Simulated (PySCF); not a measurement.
Dipole moment and polarisability of `O=C(Cl)c1ccc([SiH3])cc1`

Compound: C7H7ClOSi.
SMILES with atom numbers: `[O:1]=[C:2]([Cl:3])[c:4]1[cH:5][cH:6][c:7]([SiH3:8])[cH:9][cH:10]1` (hydrogens: H11 on C5; H12 on C6; H13, H14, H15 on Si8; H16 on C9; H17 on C10)

Structure used (PBE0-D3(BJ)/def2-SVP), in Å, numbered top down from 1:
```
atom  x, y, z in Å
O1     3.744   -1.154    0.538
C2     3.138   -0.143    0.396
Cl3    4.020    1.409    0.288
C4     1.663   -0.032    0.289
C5     0.938   -1.231    0.354
C6    -0.447   -1.211    0.268
C7    -1.144   -0.001    0.118
Si8   -3.026    0.018    0.007
C9    -0.405    1.189    0.055
C10    0.985    1.180    0.138
H11    1.484   -2.170    0.472
H12   -0.993   -2.158    0.321
H13   -3.492    1.433   -0.086
H14   -3.481   -0.739   -1.198
H15   -3.619   -0.628    1.216
H16   -0.919    2.146   -0.061
H17    1.550    2.112    0.088
```

Level: B3LYP/def2-SVPD (PySCF), static field, nuclei fixed, core orbitals frozen in the response. The polarisability tensor in these axes (au):

```
x   188.61   7.54   5.94
y     7.54 127.89  -4.16
z     5.94  -4.16  79.97
```

Q: Diagonalise the tensor; give its mean and Δα, where Δα² is half the sum of the squared differences of the eigenvalues.

A: Principal values 79.22, 127.46 and 189.79 au; mean 132.16 au = 19.58 Å³ = 21.79 × 10⁻⁴⁰ C²·m²/J; Δα = 96.02 au (73 % of the mean).

Q: What is the dipole moment, and where does it point?

A: (-3.28, 0.57, -0.26) D, 3.34 D in size, pointing from the negative to the positive side. Measured along this direction, the outermost atoms are O1 at the negative end and H13 at the positive end.

Q: Form Σ f/ω² (atomic units) for the 10 lowest TDDFT singlets, given as eV and f, and set it beside the mean polarisability, which is this sum over all singlets: 4.40, 0.0000; 4.53, 0.0203; 4.92, 0.4293; 5.41, 0.0002; 5.76, 0.0029; 5.78, 0.0087; 6.12, 0.0732; 6.31, 0.0001; 6.36, 0.0003; 6.49, 0.4769.

A: They add up to 23.99 au, 18.2 % of the 132.16 au; the largest single term is 13.15 au, from the state at 4.92 eV. Terms in order: 0.00, 0.73, 13.15, 0.01, 0.06, 0.19, 1.45, 0.00, 0.01, 8.38 au. Higher excitations give the rest. The strengths listed sum to 1.012.

Q: Rayleigh depolarisation ratio (linearly polarised light, static tensor)?

A: ρ = 3Δα²/(45ᾱ² + 4Δα²) = 27660.1/(785960 + 36880.1) = 0.0336.

Q: Give the eigenvalues of the traceless quadrupole moment Θ = ½Σq(3rr − r²1), origin at the centre of nuclear charge.

A: -10.77, 1.28, 9.49 D·Å. The values depend on the origin, since the dipole doesn't vanish. The electronic extent ⟨r²⟩ about the same centre is 2656 bohr², a root-mean-square distance of 2.91 Å for the 88 electrons.

Q: Along which axes do the principal values lie, and how far do the nuclei extend along each?

A: Largest value along (0.99, 0.12, 0.05), where the nuclei span 7.77 Å; middle along (-0.11, 0.99, -0.10), 4.59 Å; least along (-0.06, 0.09, 0.99), 2.42 Å. The response follows the extents in order.

Q: Orientational against electronic polarisability at 250 K (dilute gas, rigid molecules)?

A: In Gaussian units μ²/3kT = 108.01 Å³ against 19.58 Å³, a ratio of 5.52; the Debye molar polarisation (4π/3)N_A(α + μ²/3kT) is 321.9 cm³/mol, leaving out the vibrational part.

The structure is a single PBE0-D3(BJ)/def2-SVP conformer in the gas phase; no vibrational or solvent corrections.
